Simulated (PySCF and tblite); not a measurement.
The numbers below are computed, except where a source is named.
Stationary points of C$_{5}$H$_{10}$O$_{2}$Si at GFN2-xTB, in Å:

Structure A

```
 1 C     3.208    0.540    0.361
 2 C     1.969   -0.314    0.207
 3 O     2.026   -1.528    0.258
 4 C     0.753    0.464    0.001
 5 C    -0.493   -0.022   -0.174
 6 C    -0.861   -1.464   -0.190
 7 O    -1.483    0.863   -0.351
 8 Si   -3.094    0.774   -0.593
 9 H     3.349    1.147   -0.531
10 H     3.092    1.207    1.212
11 H     4.078   -0.094    0.510
12 H     0.871    1.538   -0.012
13 H    -1.591   -1.659    0.595
14 H    -1.324   -1.708   -1.145
15 H     0.019   -2.079   -0.037
16 H    -3.391    2.193   -0.692
17 H    -3.747    0.119    0.541
18 H    -3.389    0.029   -1.817
```

Structure B

```
 1 C     2.746    0.105    0.870
 2 C     2.117   -0.125   -0.483
 3 O     2.627   -0.804   -1.337
 4 C     0.833    0.606   -0.680
 5 C    -0.365    0.151   -0.324
 6 C    -0.595   -1.181    0.318
 7 O    -1.451    0.923   -0.539
 8 Si   -3.059    0.713   -0.435
 9 H     3.005    1.159    0.961
10 H     2.031   -0.130    1.655
11 H     3.643   -0.499    0.981
12 H     0.919    1.564   -1.173
13 H    -1.008   -1.047    1.317
14 H    -1.317   -1.746   -0.270
15 H     0.332   -1.745    0.378
16 H    -3.492    2.049   -0.805
17 H    -3.455    0.338    0.926
18 H    -3.512   -0.331   -1.357
```

Structure C

```
 1 C     2.579   -0.305    0.674
 2 C     2.211    0.438   -0.591
 3 O     3.076    0.827   -1.349
 4 C     0.807    0.739   -0.872
 5 C    -0.337    0.204   -0.409
 6 C    -0.489   -0.957    0.521
 7 O    -1.476    0.766   -0.844
 8 Si   -3.078    0.534   -0.669
 9 H     3.613   -0.074    0.919
10 H     1.932   -0.033    1.502
11 H     2.512   -1.378    0.501
12 H     0.694    1.528   -1.606
13 H    -0.626   -0.599    1.542
14 H    -1.378   -1.520    0.243
15 H     0.371   -1.613    0.487
16 H    -3.570    1.686   -1.402
17 H    -3.446    0.537    0.749
18 H    -3.472   -0.749   -1.257
```

The path came from a restrained scan, a climbing-image band and a saddle search at GFN2-xTB; energies are BHandHLYP/pcSseg-1 + D3(BJ)//GFN2-xTB, thermal terms GFN2-xTB.

Which structure is a saddle point, and along which motion?

B: one imaginary mode (68i cm⁻¹ at GFN2-xTB, mostly on O3, C1, C6), along the rotation about the C2–C4 bond (torsion C1–C2–C4–C5 from 180° to 340°, rising).

Give their symmetry and energies above the lowest.

A Cs, 0.0 kcal/mol; B C1, 9.6 kcal/mol; C C1, 6.4 kcal/mol.
